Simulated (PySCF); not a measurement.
ClRb, charge +1, doublet, geometry from GFN2-xTB (such geometries of metal compounds can be far from the true shape) (a state made from the parent by changing its charge; the spin is typed, not shown lowest) (core potentials on Rb), atoms displaced at random by about 0.1 Å a coordinate. Base run: PBE0/def2-SVP (PySCF).

Input for PySCF:
```python
from pyscf import gto, scf, dft
from pyscf.geomopt import geometric_solver

mol = gto.M(
    atom='''
Rb    0.12512688   -0.14828204   -1.11741648
Cl   -0.03382803   -0.03289010    2.22329602
''',
    basis='def2-svp',
    ecp={'Rb': 'def2-svp'},
    charge=1,
    spin=1,
    verbose=3,
)

def method(m):
    mf = dft.UKS(m)
    mf.xc = 'pbe0'
    return mf

conv, mol_eq = geometric_solver.kernel(method(mol), maxsteps=100)
print('optimisation converged:', conv)
print(mol_eq.tostring(format='xyz'))
mf = method(mol_eq)
mf.kernel()
```

Variants of this job, named by their change:

```
change                           ΔE vs base (kcal/mol)  optimiser steps  core-seconds (rough)        outcome
-------------------------------  ---------------------  ---------------  --------------------  -------------
base                                             0.000                5                    10      converged
convergence_set = TURBOMOLE                      0.000                5                    20      converged
convergence_set = GAU_LOOSE                      0.000                4                    20      converged
trust = 0.5                                      0.000                5                    20      converged
coordsys = cart                                  0.000                5                    20      converged
convergence_set = NWCHEM_LOOSE                   0.000                4                    10      converged
convergence_set = GAU_VERYTIGHT                      -                -                     -  not converged
```

Open shells are given as the SCF converged; they aren't shown to be the lowest states, and a large step between rows can be another state.
